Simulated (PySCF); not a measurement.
Job file and geometry (Å, from PBE0-D3(BJ)/def2-SVP) of an NMR shielding run on SMILES CN[C@H]1CCN([SiH3])C1, C$_{5}$H$_{14}$N$_{2}$Si, GIAO HF/pcSseg-1 NMR shielding, non-relativistic, gas phase (PySCF 2.14.0, density-fitted response routines); density fitting, a coarse starting grid and PySCF grid level 2 are the driver's defaults:

```
$ OMP_NUM_THREADS=1 python probes_run.py task.json out

{"job": {"kind": "nmr", "xc": "HF", "basis": "pcSseg-1", "pop": false}, "charge": 0, "multiplicity": 1}
C     -3.182485     0.333012     0.137003
N     -1.983715     0.482173    -0.648465
C     -0.751862     0.373029     0.086445
C     -0.401452    -1.003548     0.712744
C      1.113440    -1.179130     0.495724
N      1.562238     0.090209    -0.052571
Si     3.223386     0.546098    -0.216706
C      0.467206     0.672700    -0.787062
H     -3.275506    -0.634481     0.676880
H     -3.230282     1.131633     0.895756
H     -4.069426     0.442653    -0.505377
H     -1.981556    -0.174362    -1.426621
H     -0.779661     1.126957     0.892097
H     -0.968654    -1.797801     0.200996
H     -0.671463    -1.050212     1.777329
H      1.301351    -2.024145    -0.198334
H      1.655813    -1.408886     1.427427
H      3.940157     0.127886     1.027321
H      3.948428    -0.075759    -1.378735
H      3.283445     2.028980    -0.390882
H      0.611452     1.751438    -0.951469
H      0.317278     0.206916    -1.788255
```

Problem. Write the output of this run.

Solution. 
```
final grid: 165160 points
cycle   1  E = -595.1435456987  dE =  1.561e+00  |g| = 5.227e-01  |ddm| = 4.059e+00
cycle   2  E = -595.2326891814  dE = -8.914e-02  |g| = 1.693e-01  |ddm| = 6.113e-01
cycle   3  E = -595.2405372591  dE = -7.848e-03  |g| = 6.609e-02  |ddm| = 2.015e-01
cycle   4  E = -595.2418356849  dE = -1.298e-03  |g| = 1.087e-02  |ddm| = 8.432e-02
cycle   5  E = -595.2418723481  dE = -3.666e-05  |g| = 2.716e-03  |ddm| = 1.742e-02
cycle   6  E = -595.2418758518  dE = -3.504e-06  |g| = 8.143e-04  |ddm| = 6.125e-03
cycle   7  E = -595.2418762110  dE = -3.592e-07  |g| = 2.927e-04  |ddm| = 2.019e-03
cycle   8  E = -595.2418762629  dE = -5.186e-08  |g| = 1.041e-04  |ddm| = 7.980e-04
cycle   9  E = -595.2418762691  dE = -6.155e-09  |g| = 3.253e-05  |ddm| = 2.761e-04
cycle  10  E = -595.2418762696  dE = -5.648e-10  |g| = 8.010e-06  |ddm| = 8.202e-05
converged SCF energy = -595.2418762696

GIAO shielding tensors (ppm)
atom      isotropic    diamagn.    paramagn.     s11        s22        s33       span
  0 C      157.474     238.635     -81.160    139.875    144.145    188.403     48.528
  1 N      229.127     321.122     -91.995    189.339    214.161    283.881     94.543
  2 C      135.907     244.950    -109.043    106.744    132.131    168.847     62.103
  3 C      160.089     248.507     -88.418    135.767    164.812    179.688     43.921
  4 C      148.435     240.027     -91.593    120.481    143.600    181.223     60.741
  5 N      254.695     331.856     -77.162    202.485    275.978    285.621     83.136
  6 Si     444.719     875.296    -430.577    411.037    411.419    511.699    100.662
  7 C      139.432     242.167    -102.735    113.909    134.707    169.681     55.772
  8 H       29.546      28.188       1.358     24.245     28.622     35.772     11.526
  9 H       29.528      27.936       1.593     25.204     27.061     36.320     11.116
 10 H       29.173      26.570       2.603     24.245     26.373     36.899     12.654
 11 H       32.575      34.765      -2.190     23.350     33.259     41.117     17.766
 12 H       29.241      33.235      -3.994     25.701     28.335     33.686      7.985
 13 H       30.924      32.502      -1.578     25.792     30.277     36.703     10.911
 14 H       29.686      31.811      -2.125     24.564     28.533     35.960     11.396
 15 H       29.156      30.090      -0.934     23.376     27.924     36.169     12.793
 16 H       28.902      30.327      -1.425     23.350     27.665     35.691     12.340
 17 H       27.565      28.777      -1.211     23.874     25.810     33.012      9.138
 18 H       27.576      28.129      -0.552     23.916     25.276     33.537      9.620
 19 H       27.507      28.976      -1.469     23.715     25.975     32.831      9.117
 20 H       28.717      31.619      -2.903     23.722     28.267     34.161     10.440
 21 H       29.889      32.033      -2.144     24.394     29.893     35.380     10.986
```

Problem. Turn these shieldings into chemical shifts. Scale: ¹³C (σ = 190.85 ppm) and ²⁹Si (σ = 393.43 ppm) and ¹H (σ = 31.69 ppm) vs TMS; ¹⁵N (σ = 265.72 ppm) vs NH3 (reference shieldings calculated alike).

Solution. Averaging equivalent atoms: C 2: 54.9; C 7: 51.4; C 4: 42.4; C 0: 33.4; C 3: 30.8; N 1: 36.6; N 5: 11.0; Si 6: -51.3; H 17/18/19: 4.14; H 20: 2.97; H 16: 2.78; H 15: 2.53; H 12: 2.45; H 8/9/10: 2.27; H 14: 2.00; H 21: 1.80; H 13: 0.76; H 11: -0.89 ppm. Experimental scales use liquid or dissolved standards, which lie at an offset from isolated NH3 (liquid NH3: subtract about 20 ppm).

Size and cost of the density-fitted run: 213 basis functions, 38 s wall time on 1 thread of an Arm Neoverse N1, shared host; peak memory 1.2 GiB.
